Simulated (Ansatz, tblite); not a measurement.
Cost and result up the ladder for BODIPY (C13H15BF2N2) (33 atoms). Total charge 0; singlet. Geometry: PBE-D4/def2-SVP.

```xyz
33

C     0.270   -3.668   -1.574
C    -0.154   -2.244   -1.747
C    -0.779   -1.657   -2.853
C    -1.011   -0.285   -2.552
C    -1.651    0.759   -3.401
N    -0.545   -0.019   -1.307
C    -0.009   -1.195   -0.779
C     0.546   -1.210    0.504
C     0.581   -0.062    1.301
C     1.091    0.138    2.628
C     1.730   -0.903    3.492
C     0.859    1.485    2.924
C     0.223    2.082    1.799
C    -0.227    3.491    1.623
N     0.061    1.145    0.833
B    -0.588    1.367   -0.576
F    -1.916    1.787   -0.430
F     0.151    2.312   -1.299
H     1.302   -3.748   -1.176
H    -0.393   -4.208   -0.863
H     0.236   -4.214   -2.536
H    -1.051   -2.149   -3.794
H    -0.971    1.626   -3.524
H    -2.564    1.153   -2.908
H    -1.917    0.354   -4.395
H     0.963   -2.148    0.897
H     2.074   -0.469    4.449
H     1.024   -1.726    3.733
H     2.609   -1.367    2.997
H     1.114    2.008    3.854
H     0.021    4.101    2.511
H     0.244    3.937    0.724
H    -1.322    3.529    1.446
```

Ansatz on 2 threads of AMD EPYC 7R13 on a shared host and a share (18 GiB) of an NVIDIA H100 80GB HBM3; xTB runs through tblite on one thread. Times are rough, summed over both states, and most runs start from the orbitals of an earlier one. PBE0-D4/def2-TZVP serves as the yardstick here, not as an exact answer. The other state is a doublet.

The xTB rows come from tblite. B3LYP takes the VWN-RPA correlation. Single mean-field runs in def2-TZVP are fitted with def2-universal-jkfit.

Raw xTB energies of ions are shifted by several eV.

| level | functions | wall time |
| --- | --- | --- |
| GFN2-xTB | 87 | 0.071 s |
| GFN1-xTB | 102 | 0.09 s |
| B3LYP-D4/def2-TZVP | 648 | 9.3 s |
| PBE-D4/def2-TZVP (with forces) | 648 | 10 s |
| PBE0-D4/def2-TZVP (with forces) | 648 | 11 s |

(1) Estimate what each level gives for the vertical IE (eV).

## Answers

(1) 
| level | vertical IE (eV) | difference from PBE0-D4/def2-TZVP (eV) |
| --- | --- | --- |
| GFN2-xTB | 12.25 | 5.07 |
| GFN1-xTB | 13.05 | 5.86 |
| B3LYP-D4/def2-TZVP | 7.24 | 0.06 |
| PBE-D4/def2-TZVP (with forces) | 7.22 | 0.04 |
| PBE0-D4/def2-TZVP (with forces) | 7.18 | 0.00 |
